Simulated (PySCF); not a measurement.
**Ta(O2)2 at several levels of theory**

Computed with PySCF 2.14.0 (density fitting, no spin-orbit coupling) at the geometry relaxed with TPSS:

```xyz
5
Ta(O2)2 (doublet)
Ta    0.0000    0.0000    0.0000
O     0.3960    0.6278    1.8067
O    -0.3960   -0.6278    1.8067
O     0.3960   -0.6278   -1.8067
O    -0.3960    0.6278   -1.8067
```

```tsv
level	basis	state	HOMO (eV)	gap (eV)	charge on Ta1 (e)	dipole about the centre of mass (D)	largest force component (eV/Å)
TPSS	Ta def2-SVP with ECP60, O def2-SVP	doublet	-5.72	0.96	0.95	0.00	0.01
wB97X	the same	doublet	-9.07	6.55	1.12	0.00	0.75
CAM-B3LYP	the same	doublet	-8.23	5.30	1.07	0.00	0.68
BP86	the same	doublet	-5.80	0.89	0.87	0.00	0.16
B3LYP	the same	doublet	-6.65	2.40	1.03	0.00	0.31
TPSS	Ta x2c-SVPall, O x2c-SVPall	doublet	-5.97	0.90	0.78	0.00	0.44
```

HOMO and gap are taken over both spins. Charges are Mulliken's, which hang on the basis. The relaxation used the grid (50, 194), these runs (75, 302) or, all-electron (x2c bases, spin-free X2C Hamiltonian), (99, 590).

Question: What does TPSS with Ta def2-TZVP with ECP60, O def2-TZVP give here?

Answer: state doublet, HOMO (eV) -5.70, gap (eV) 0.95, charge on Ta1 (e) 1.06, dipole about the centre of mass (D) 0.00, largest force component (eV/Å) 0.18. Time: 21 s on 2 threads of Arm Neoverse V2, on a shared host, from free ions and atoms.

No frequency check is given that shows the relaxed geometry to be a minimum. Open shells may have lower solutions than the one found.
